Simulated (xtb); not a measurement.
H9Si4 (SMILES [SiH3][Si]([SiH3])[SiH3]), doublet, at a GFN2-xTB geometry; GFN2-xTB (xtb).

Here is a job for xtb.
```
$ xtb mol.xyz --gfn 2 --uhf 1 --acc 0.0001 --json

# file mol.xyz
13

Si    -0.64128357     2.18177912     0.05481492
Si     0.05797390     0.01254242    -0.35377634
Si     2.16552900    -0.55530696     0.41955194
Si    -1.56463877    -1.63481843    -0.22792767
H      0.38427030     3.15177800    -0.34325110
H     -0.96382440     2.49841278     1.45372838
H     -1.85110654     2.49956383    -0.71088721
H      3.17212496     0.41234398    -0.02949024
H      2.57737442    -1.86772841    -0.08893903
H      2.31422011    -0.63162606     1.88007456
H     -1.05320717    -2.91736138    -0.72212183
H     -2.72966171    -1.29323917    -1.05092999
H     -2.09631772    -1.91088988     1.11453659
```

What the program printed (banner, timings and long lists left out):

```
   ID    Z sym.   atoms
    1   14 Si     1-4
    2    1 H      5-13

           -------------------------------------------------
          |                Calculation Setup                |
           -------------------------------------------------

           -------------------------------------------------
          |                 G F N 2 - x T B                 |
           -------------------------------------------------

          ...................................................
          :                      SETUP                      :
          :.................................................:
          :  # basis functions                  49          :
          :  # atomic orbitals                  45          :
          :  # shells                           21          :
          :  # electrons                        25          :
          :  max. iterations                   250          :
          :  Hamiltonian                  GFN2-xTB          :
          :  restarted?                      false          :
          :  GBSA solvation                  false          :
          :  PC potential                    false          :
          :  electronic temp.          300.0000000     K    :
          :  accuracy                    0.0001000          :
          :  -> integral cutoff          0.6500000E+02      :
          :  -> integral neglect         0.1000000E-11      :
          :  -> SCF convergence          0.1000000E-09 Eh   :
          :  -> wf. convergence          0.1000000E-07 e    :
          :  Broyden damping             0.4000000          :
          :  net charge                          0          :
          :  unpaired electrons                  1          :
          ...................................................

 iter      E             dE          RMSdq      gap      omega  full diag
   1    -11.3890912 -0.113891E+02  0.586E+00    2.68       0.0  T
   2    -11.5184445 -0.129353E+00  0.306E+00    2.16       1.0  T
   3    -11.5188903 -0.445761E-03  0.204E+00    2.52       1.0  T
   4    -11.5276265 -0.873619E-02  0.908E-01    2.31       1.0  T
   5    -11.5277669 -0.140411E-03  0.237E-01    2.29       1.0  T
   6    -11.5277614  0.543895E-05  0.815E-02    2.28       1.0  T
   7    -11.5277717 -0.102558E-04  0.352E-02    2.29       1.0  T
   8    -11.5277754 -0.368942E-05  0.746E-03    2.29       3.7  T
   9    -11.5277754 -0.314306E-07  0.432E-03    2.29       6.4  T
  10    -11.5277755 -0.689641E-07  0.143E-03    2.29      19.3  T
  11    -11.5277755 -0.408680E-08  0.165E-04    2.29     168.6  T
  12    -11.5277755  0.647933E-09  0.392E-04    2.29      70.8  T
  13    -11.5277755 -0.590193E-09  0.133E-04    2.29     208.4  T
  14    -11.5277755 -0.602238E-10  0.504E-05    2.29     550.4  T
  15    -11.5277755 -0.549605E-11  0.298E-05    2.29     932.1  T
  16    -11.5277755 -0.322942E-11  0.105E-05    2.29    2631.3  T
  17    -11.5277755  0.262901E-12  0.121E-05    2.29    2295.6  T
  18    -11.5277755 -0.644818E-12  0.129E-06    2.29   21557.8  T
  19    -11.5277755 -0.532907E-14  0.214E-07    2.29  100000.0  T
  20    -11.5277755  0.532907E-14  0.534E-08    2.29  100000.0  T
  21    -11.5277755 -0.124345E-13  0.138E-08    2.29  100000.0  T

   *** convergence criteria satisfied after 21 iterations ***

         :::::::::::::::::::::::::::::::::::::::::::::::::::::
         ::                     SUMMARY                     ::
         :::::::::::::::::::::::::::::::::::::::::::::::::::::
         :: total energy             -11.426490771460 Eh    ::
         :: gradient norm              0.000064001287 Eh/a0 ::
         :: HOMO-LUMO gap              2.290059001891 eV    ::
         ::.................................................::
         :: SCC energy               -11.527748026761 Eh    ::
         :: -> isotropic ES            0.024995074329 Eh    ::
         :: -> anisotropic ES          0.000168460661 Eh    ::
[...]
        17                         -0.1870863              -5.0909
        18                         -0.1866475              -5.0789
        19                         -0.1635945              -4.4516
        20                         -0.1480206              -4.0278
        21                         -0.1464580              -3.9853
        22                         -0.1460179              -3.9734
        23                         -0.1171569              -3.1880
        24                         -0.1168252              -3.1790
       ...                                ...                  ...
        45                          1.0105009              27.4971
      -------------------------------------------------------------
                  HL-Gap            0.0841581 Eh            2.2901 eV
             Fermi-level           -0.2843791 Eh           -7.7383 eV

     #   Z          covCN         q      C6AA      α(0)
     1  14 Si       3.693     0.351   100.963    19.246
     2  14 Si       2.825     0.138   190.816    30.317
     3  14 Si       3.693     0.351   100.959    19.246
     4  14 Si       3.693     0.351   100.958    19.246
     5   1 H        0.917    -0.134     6.913     4.112
     6   1 H        0.916    -0.129     6.713     4.053
     7   1 H        0.917    -0.134     6.920     4.114
     8   1 H        0.917    -0.133     6.898     4.108
     9   1 H        0.917    -0.134     6.930     4.117
    10   1 H        0.916    -0.129     6.706     4.050
    11   1 H        0.917    -0.134     6.928     4.117
    12   1 H        0.917    -0.133     6.899     4.108
    13   1 H        0.916    -0.129     6.705     4.050

 Mol. C6AA /au·bohr⁶  :       4496.392813
 Mol. C8AA /au·bohr⁸  :     203824.424020
 Mol. α(0) /au        :        124.883804

Wiberg/Mayer (AO) data.
largest (>0.10) Wiberg bond orders for each atom

 ---------------------------------------------------------------------------
     #   Z sym  total        # sym  WBO       # sym  WBO       # sym  WBO
 ---------------------------------------------------------------------------
     1  14 Si   3.785 --     2 Si   0.959     5 H    0.891     7 H    0.891
                             6 H    0.890
     2  14 Si   3.154 --     1 Si   0.959     3 Si   0.958     4 Si   0.958
     3  14 Si   3.785 --     2 Si   0.958     8 H    0.891     9 H    0.891
                            10 H    0.890
     4  14 Si   3.785 --     2 Si   0.958    12 H    0.891    11 H    0.891
                            13 H    0.890
     5   1 H    0.981 --     1 Si   0.891
     6   1 H    0.983 --     1 Si   0.890
     7   1 H    0.981 --     1 Si   0.891
     8   1 H    0.982 --     3 Si   0.891
     9   1 H    0.981 --     3 Si   0.891
    10   1 H    0.983 --     3 Si   0.890
    11   1 H    0.981 --     4 Si   0.891
    12   1 H    0.982 --     4 Si   0.891
    13   1 H    0.983 --     4 Si   0.890
 ---------------------------------------------------------------------------

Topologies differ in total number of bonds
Writing topology from bond orders to xtbtopo.mol

molecular dipole:
                 x           y           z       tot (Debye)
 q only:        0.044       0.012      -0.270
   full:       -0.008       0.003       0.046       0.118
molecular quadrupole (traceless):
                xx          xy          yy          xz          yz          zz
 q only:       -2.574       0.074      -2.842      -1.341      -0.283       5.416
  q+dip:       -1.798       0.064      -2.015      -0.941      -0.198       3.813
   full:       -2.295       0.059      -2.519      -1.194      -0.247       4.814

           -------------------------------------------------
          | TOTAL ENERGY              -11.426490771460 Eh   |
          | GRADIENT NORM               0.000064001287 Eh/α |
          | HOMO-LUMO GAP               2.290059001891 eV   |
           -------------------------------------------------

normal termination of xtb
```
